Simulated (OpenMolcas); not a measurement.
Nd3+.

- Program: OpenMolcas
- Method: CASSCF
- Basis: ANO-RCC-VQZP [9s8p6d4f3g2h]
- Scalar Hamiltonian: DKH2, point nucleus
- Active space: 3 electrons in 7 orbitals (4f)
- State averaging: 2S+1 = 4 odd, 35 roots; 2S+1 = 2 odd, 112 roots (105 in the spin-orbit step)
- Spin-orbit coupling: state interaction with AMFI integrals over the reference wave functions, term energies averaged over their components

Levels without dynamic correlation, in cm⁻¹ above 4f³ ⁴I°_9/2:

| Level | E |
| --- | --- |
| 4f³ ²H°_9/2(1) [75 %] | 15949 |
| 4f³ ⁴F°_3/2 | 15817 |
| 4f³ ⁴S°_3/2 | 17826 |
| 4f³ ²G°_7/2(1) | 22063 |
| 4f³ ⁴G°_5/2 | 23982 |
| 4f³ ²K°_13/2 | 24138 |

On this reference, MS-CASPT2, IPEA 0.25 Eh, imaginary shift 0.1 Eh (closed shells correlated: 5s 5p) puts 4f³ ²H°_9/2(1) [75 %] at 13030 cm⁻¹.

Question: Estimate the other levels at that method by one scale factor, and say how well it serves.

Answer: The factor is 13030 / 15949 = 0.817. Scaled values beside those that MS-CASPT2 gives and measured ones (the list in Arab et al., J. Quant. Spectrosc. Radiat. Transfer 229, 145 (2019) and Gaigalas et al. (2019), from Wyart et al. (2007)):
```tsv
Level	Scaled	MS-CASPT2	Miss (%)	Measured
4f³ ⁴F°_3/2	12922	13040	-0.9	11698
4f³ ⁴S°_3/2	14564	14770	-1.4	13792
4f³ ²G°_7/2(1)	18025	18660	-3.4	17655
4f³ ⁴G°_5/2	19593	20130	-2.7	17707
4f³ ²K°_13/2	19721	21770	-9.4	20005
```
For these levels the scaled values miss MS-CASPT2 by up to 9.4 %, as correlation changes each term by its own factor, spin-orbit parts do not scale and CASPT2 has its own spread within terms. This holds within one configuration; levels of others move differently, and the target method has errors of its own against measurement.

Term energies are means over components that CASPT2 splits; among the terms shown or strongly mixed into the levels shown the widest spread is 750 cm-1 (4f³ ⁴I°, MS-CASPT2). High states are left out of the spin-orbit mixing, which shifts the levels that they would mix with. Without dynamic correlation excited terms often stand tens of per cent too high (terms of higher spin than the ground term too low), and those without a measured partner can miss by more than the paired ones (holds for CASSCF). Blocks of more than 70 roots (2S+1 = 2 odd) ran without multistate coupling (holds for MS-CASPT2). The CASPT2 spread within a term exceeds the gap to the next term for 4f³ ⁴G° and 4f³ ²K°, so the order of their levels is uncertain (holds for MS-CASPT2). Measured partners are found by configuration, term and J. A level has none where our copy of the source lacks it or the pairing is in doubt (some pairs that miss far off the trend of their configuration count as doubtful), and it then counts in no deviation. Only configurations of the active space appear.

A share in square brackets marks a mixed level and gives the weight of the term that names it, the lowest over the columns. A number in round brackets counts repeated terms of one configuration in the order of the reference energies. ° marks odd parity.
